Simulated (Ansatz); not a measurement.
Mulliken charges of ClH4O3Si2 (`O[SiH]O[SiH](O)Cl`) radical from PBE/def2-TZVPP in Ansatz (PBE0-D4/def2-TZVP geometry).

```csv
atom,x (Å),y (Å),z (Å),charge (e)
O1,0.431,1.198,1.780,-0.330
Si2,-0.438,-0.186,1.923,0.363
O3,-0.535,-0.942,0.452,-0.291
Si4,-0.271,-0.593,-1.099,0.565
O5,-0.159,1.043,-1.190,-0.361
Cl6,1.481,-1.421,-1.756,-0.217
H7,0.307,1.680,0.955,0.195
H8,0.315,-1.074,2.857,-0.053
H9,-1.352,-1.131,-1.939,-0.070
H10,0.220,1.427,-1.983,0.199
```

Q: By hand: the dipole of these point charges (1 e Å = 4.8032 D).

A: Σ q r = (-0.381, 0.156, -0.055) e Å, of length 0.415 e Å = 1.99 D.

Q: How does the dipole of the full density compare? (Estimate.)

A: Ansatz gave: (-0.104, 0.243, -0.422) e Å, 2.39 D; the point charges give 0.83 times that, at 61° from its direction.

Point charges leave out the atoms' own dipoles, such as those of lone pairs, and Mulliken's split depends on the basis, so the two needn't agree.
